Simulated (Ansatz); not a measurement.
Basis sets compared for (HCd-mu-NH2)2 (Cd2N2H6). Charge 0, multiplicity 1. Geometry PBE-D4/def2-SVP. Ansatz on 4 threads of Arm Neoverse V2 on a shared host; times are rough, and most runs start from earlier orbitals.

```tsv
atom	x (Å)	y (Å)	z (Å)
Cd1	-0.600	0.602	1.472
H2	-1.166	1.330	2.887
N3	-1.361	0.005	-0.566
Cd4	0.647	-0.329	-1.536
H5	1.309	-0.517	-3.079
N6	1.329	-0.188	0.609
H7	-1.984	0.681	-1.033
H8	-1.929	-0.857	-0.535
H9	1.584	-1.109	1.000
H10	2.170	0.383	0.781
```

In the def2 sets Cd takes a core potential; there is no spin–orbit coupling.

Binding counts from free atoms (Cd singlet, H doublet, N quartet) in the same basis, without a counterpoise term.

```csv
level,functions,energy (Eh),HOMO (eV),LUMO (eV),binding per atom (eV),wall time
PBE-D4/def2-SVP,120,-448.3521,-5.65,-1.23,2.54,1.1 s
PBE-D4/def2-TZVP,178,-448.5667,-5.71,-1.33,2.52,1.6 s
r2SCAN-D4/def2-TZVP,178,-448.7492,-5.94,-0.97,2.49,3.6 s
PBE0-D4/def2-SVP,120,-448.3434,-6.81,-0.53,2.49,1.4 s
PBE0-D4/def2-TZVP,178,-448.5521,-6.86,-0.56,2.47,2.2 s
```

**Question.** Estimate the rows for PBE-D4/def2-TZVPD, r2SCAN-D4/def2-TZVPD, PBE0-D4/def2-TZVPD.

**Answer.** 
| level | functions | energy (Eh) | HOMO (eV) | LUMO (eV) | binding per atom (eV) | wall time |
| --- | --- | --- | --- | --- | --- | --- |
| PBE-D4/def2-TZVPD | 208 | -448.5686 | -5.73 | -1.42 | 2.53 | 2.1 s |
| r2SCAN-D4/def2-TZVPD | 208 | -448.7508 | -5.96 | -1.03 | 2.50 | 4.3 s |
| PBE0-D4/def2-TZVPD | 208 | -448.5536 | -6.88 | -0.65 | 2.48 | 2.8 s |
